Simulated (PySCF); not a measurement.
CH₅FO₂Si₂, SMILES F[Si@H]1OC[SiH2]O1.

Coordinates come from a B3LYP-D3(BJ)/def2-SVP optimisation. The structure was generated by enumeration; whether it is a known compound was not checked. The values are those of a single conformer.

Two levels are set side by side: PBE/def2-TZVP (PySCF) and HF/def2-TZVP (PySCF). Same geometry, gas phase. Differences are taken from unrounded values.

```
quantity                         HF
---------------------------  ------
orbital gap (eV)              14.66
highest occupied level (eV)  -11.91
lowest empty level (eV)        2.75
dipole moment (D)              2.54
mean polarisability (bohr³)    55.0
```

**Question.** What does PBE give, and how far is it from HF? (An estimate is asked for; the answer gives what the named calculation found.)

**Answer.** 
```json
[
 {"quantity": "orbital gap (eV)", "PBE": "5.81", "PBE minus HF": "-8.85"},
 {"quantity": "highest occupied level (eV)", "PBE": "-7.00", "PBE minus HF": "4.91"},
 {"quantity": "lowest empty level (eV)", "PBE": "-1.19", "PBE minus HF": "-3.94"},
 {"quantity": "dipole moment (D)", "PBE": "2.09", "PBE minus HF": "-0.45"},
 {"quantity": "mean polarisability (bohr³)", "PBE": "63.8", "PBE minus HF": "8.8"}
]
```

PBE's occupied levels lie high since its potential decays too fast outside the molecule; exact exchange lowers them and widens the gap. PBE's more diffuse valence density responds more strongly to a field. Differences between two approximate levels are no errors against the true value.

Rough cost on one machine, each run with all the roots and properties that it gave: HF against PBE about 1/3.
